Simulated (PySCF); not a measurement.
Isomers of C4H11N2PSi, mass 146.043 u with the commonest isotopes. Method: PBE0/pcSseg-1 in PySCF (dipole) on a GFN2-xTB geometry, gas phase. One conformer each, none proved a minimum here; rigid rotors.

Question: Order these by rotational constant A, largest first.
A. `[CH3:1][C@H:2]([C:3]#[N:4])[CH2:5][NH:6][SiH2:7][PH2:8]` with C1–C2–C5–N6 -62°, C2–C5–N6–Si7 -77°, C5–N6–Si7–P8 176°, N6–Si7–P8–H 88° and -179°
B. `CN1C=CN(C)P1[SiH3]`
C. `[CH3:1][N:2]([CH3:3])[P:4]1(=[N:5][SiH3:6])[CH:7]=[CH:8]1` with C1–N2–P4–N5 -20°

Answer: A (4054 MHz), C (2397 MHz), B (1533 MHz).

Question: Order these by rotational constant B, largest first.
A. `[CH3:1][C@H:2]([C:3]#[N:4])[CH2:5][NH:6][SiH2:7][PH2:8]` with C1–C2–C5–N6 -62°, C2–C5–N6–Si7 -77°, C5–N6–Si7–P8 176°, N6–Si7–P8–H 88° and -179°
B. `[CH3:1][N:2]([CH3:3])[P:4]1(=[N:5][SiH3:6])[CH:7]=[CH:8]1` with C1–N2–P4–N5 -20°
C. `CN1C=CN(C)P1[SiH3]`

Answer: C (1531 MHz), B (1046 MHz), A (515.8 MHz).

Question: Order these by dipole moment, smallest first.
A. `[CH3:1][N:2]([CH3:3])[P:4]1(=[N:5][SiH3:6])[CH:7]=[CH:8]1` with C1–N2–P4–N5 -20°
B. `[CH3:1][C@H:2]([C:3]#[N:4])[CH2:5][NH:6][SiH2:7][PH2:8]` with C1–C2–C5–N6 -62°, C2–C5–N6–Si7 -77°, C5–N6–Si7–P8 176°, N6–Si7–P8–H 88° and -179°
C. `CN1C=CN(C)P1[SiH3]`

Answer: C (1.81 D), B (3.50 D), A (4.01 D).

```csv
SMILES,point group,Ia (u·Å²),Ib (u·Å²),Ic (u·Å²),κ,μa (D),μb (D),μc (D)
C[C@H](C#N)CN[SiH2]P,C1,124.66,979.75,1033.29,-0.99,3.33,1.08,0.03
CN(C)P1(=N[SiH3])C=C1,C1,210.87,483.19,649.42,-0.67,3.42,2.04,0.43
CN1C=CN(C)P1[SiH3],Cs,329.57,330.06,498.38,0.99,1.80,0.21,0.00
```
